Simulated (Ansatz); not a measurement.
Reaction (substitution at a C–C bond): `CC(F)OCF` + `O[SiH](Cl)[GeH3]` → `CO[SiH](Cl)[GeH3]` + `FCOCF`

Computed with Ansatz on PBE0-D4/def2-TZVP structures; ΔE is electronic, products minus reactants. CBS: MP2 limit from def2 TZ/QZ plus the TZ coupled-cluster correction, frozen cores. DFT in def2-TZVPP. B3LYP here is the variant with VWN-RPA as its local correlation; programs differ in this. For Ge outer-core shells are correlated without core-valence functions, which leaves a few kJ/mol of doubt a bond. Scalar relativity is left out up to krypton. Each species was taken in one conformer, which may not be the lowest.

(1) Is it downhill or uphill in electronic energy at CCSD(T)/CBS, and by how much? (Estimate.)

(2) What do these levels give: PBE0-D4, B3LYP-D4, ωB97M-V, CCSD(T)/def2-TZVPP, HF/CBS(def2), CCSD/CBS(def2)? (An estimate is asked.)

Largest T1 diagnostic among the species: 0.012.

## Answers

(1) Ansatz gave: Uphill: ΔE = +0.92 eV.

(2) The calculation gave: PBE0-D4 0.89, B3LYP-D4 0.83, ωB97M-V 0.91, CCSD(T)/def2-TZVPP 0.89, HF/CBS(def2) 0.79, CCSD/CBS(def2) 0.91 eV.

In def2-TZVPP, CCSD(T) changes the Hartree–Fock value by +0.09 eV (the triples alone add +0.01 eV) and MP2 by +0.13 eV.
